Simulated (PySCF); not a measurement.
SMILES [C]1=CC=CCC1 (C₆H₇), doublet (B3LYP/def2-SVP optimised geometry):

```
13

C     -1.934    -0.006     0.030
C     -1.327     1.177     0.000
C      0.154     1.177     0.000
C      0.840     0.038    -0.216
C      0.127    -1.259    -0.529
C     -1.284    -1.338     0.114
H     -1.868     2.129     0.000
H      0.676     2.124     0.172
H      1.934     0.048    -0.238
H      0.725    -2.129    -0.212
H      0.030    -1.344    -1.630
H     -1.209    -1.626     1.181
H     -1.878    -2.126    -0.378
```

Computed with unrestricted B3LYP/def2-TZVP (PySCF 2.14.0).

**Question.** What are the frontier orbital energies (α orbitals alone; a β orbital can be the lowest empty one) and the dipole moment?

**Answer.** HOMO-2 -8.62 eV, HOMO-1 -6.35 eV, HOMO -6.08 eV, LUMO -1.02 eV, LUMO+1 0.87 eV; dipole moment 1.10 D.

On the same geometry unrestricted PBE/def2-TZVP (PySCF 2.14.0) gives HOMO-2 -7.64 eV, HOMO-1 -5.28 eV, HOMO -5.18 eV, LUMO -1.76 eV, LUMO+1 0.37 eV; dipole moment 1.16 D.

Meta-Löwdin charges at B3LYP/def2-TZVP: C1 -0.03, C2 -0.17, C3 -0.12, C4 -0.13, C5 -0.18, C6 -0.19, H7 0.13, H8 0.12, H9 0.11, H10 0.11, H11 0.11, H12 0.11, H13 0.12.
